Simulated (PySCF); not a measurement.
Circular dichroism: `C=C[C@H]1C[C@@H]1[GeH2][PH2]`, C5H11GeP

Molfile (atoms numbered from 1):
```
C5H11GeP
     RDKit          3D

 18 18  0  0  0  0  0  0  0  0999 V2000
   -3.2126    0.6480    0.7626 C   0  0  0  0  0  0  0  0  0  0  0  0
   -2.0552    0.9033    0.1749 C   0  0  0  0  0  0  0  0  0  0  0  0
   -0.9988   -0.0942   -0.0329 C   0  0  1  0  0  0  0  0  0  0  0  0
   -0.0967    0.0083   -1.2268 C   0  0  0  0  0  0  0  0  0  0  0  0
    0.4436    0.3248    0.1313 C   0  0  2  0  0  0  0  0  0  0  0  0
    1.7223   -0.9123    0.9727 Ge  0  0  0  0  0  4  0  0  0  0  0  0
    3.8754   -0.8290    0.1621 P   0  0  0  0  0  0  0  0  0  0  0  0
   -3.9617    1.4077    0.9012 H   0  0  0  0  0  0  0  0  0  0  0  0
   -3.4557   -0.3357    1.1290 H   0  0  0  0  0  0  0  0  0  0  0  0
   -1.8310    1.9011   -0.1815 H   0  0  0  0  0  0  0  0  0  0  0  0
   -1.2568   -1.0950    0.2955 H   0  0  0  0  0  0  0  0  0  0  0  0
    0.2069   -0.9177   -1.6971 H   0  0  0  0  0  0  0  0  0  0  0  0
   -0.2608    0.8174   -1.9241 H   0  0  0  0  0  0  0  0  0  0  0  0
    0.6001    1.3769    0.3428 H   0  0  0  0  0  0  0  0  0  0  0  0
    1.7278   -0.6939    2.4681 H   0  0  0  0  0  0  0  0  0  0  0  0
    1.1705   -2.3079    0.7868 H   0  0  0  0  0  0  0  0  0  0  0  0
    3.4404   -0.7483   -1.1540 H   0  0  0  0  0  0  0  0  0  0  0  0
    3.9333    0.5528    0.2836 H   0  0  0  0  0  0  0  0  0  0  0  0
  1  2  2  0
  2  3  1  0
  3  4  1  0
  4  5  1  0
  5  6  1  0
  6  7  1  0
  5  3  1  0
  1  8  1  0
  1  9  1  0
  2 10  1  0
  3 11  1  1
  4 12  1  0
  4 13  1  0
  5 14  1  6
  6 15  1  0
  6 16  1  0
  7 17  1  0
  7 18  1  0
M  END
```

Level of theory: TDDFT CAM-B3LYP/def2-SVPD circular dichroism and optical rotation, one conformer, gas phase (PySCF). Geometry: GFN2-xTB.

The molecule is flexible and this is one conformer; a measurement averages over conformers. The calculation is non-relativistic, which matters for the atoms heavier than Zn. States above about 8.1 eV (minus the energy of the highest occupied orbital) lie near or above the ionisation threshold and depend on the basis.

Q: Assign R or S to each stereocentre.

A: C3 R, C5 S.

Q: List the lowest 16 singlet excitations with oscillator and rotatory strengths.

A: Rotatory strengths R in 10⁻⁴⁰ esu² cm², velocity form and length form (origin at the centre of mass); f in length form.
```tsv
state	E (eV)	λ (nm)	f	R (velocity)	R (length)	main
1	6.55	189	0.771	-59.6	-59.7	HOMO→LUMO 0.69, HOMO→LUMO+1 0.15
2	6.61	188	0.136	-25.6	-21.4	HOMO→LUMO+1 0.59, HOMO−1→LUMO+1 0.16
3	6.73	184	0.013	+5.4	+5.0	HOMO→LUMO+3 0.26, HOMO−1→LUMO+3 0.20
4	6.91	179	0.115	+6.5	+12.3	HOMO→LUMO+2 0.62, HOMO→LUMO+3 0.19
5	6.99	177	0.022	+87.2	+77.5	HOMO→LUMO+4 0.51, HOMO→LUMO+5 0.18
6	7.09	175	0.006	+25.2	+24.0	HOMO→LUMO+5 0.24, HOMO−1→LUMO 0.19
7	7.29	170	0.032	-19.4	-13.9	HOMO→LUMO+6 0.42, HOMO→LUMO+5 0.11
8	7.52	165	0.014	-12.3	-11.9	HOMO→LUMO+7 0.21, HOMO−1→LUMO 0.18
9	7.63	163	0.022	-6.3	-5.2	HOMO−1→LUMO+1 0.22, HOMO−1→LUMO 0.16
10	7.79	159	0.023	-22.9	-23.5	HOMO→LUMO+7 0.24, HOMO→LUMO+8 0.13
11	7.84	158	0.070	-17.2	-16.6	HOMO−2→LUMO 0.63, HOMO−2→LUMO+1 0.22
12	7.90	157	0.004	+14.2	+13.1	HOMO−1→LUMO+2 0.15
13	7.99	155	0.009	-7.7	-9.9	HOMO→LUMO+8 0.34, HOMO−2→LUMO+1 0.09
14	8.03	154	0.016	+23.3	+22.8	HOMO−2→LUMO+1 0.47, HOMO−2→LUMO 0.11
15	8.16	152	0.091	+132.6	+129.6	HOMO−2→LUMO+2 0.20, HOMO→LUMO+10 0.12
16	8.25	150	0.004	-2.0	-1.5	HOMO→LUMO+9 0.25, HOMO−1→LUMO+4 0.19
```

Among the states computed, the strongest CD band (largest |R|) is state 15. The largest dissymmetry factor in size, g = 4R/(D+G), with D and G the electric and magnetic dipole strengths, is +0.04 for state 6 (velocity form, f = 0.007), among bands with |R| over 0.5. The mirror image has the same energies and oscillator strengths and all R with the opposite sign.
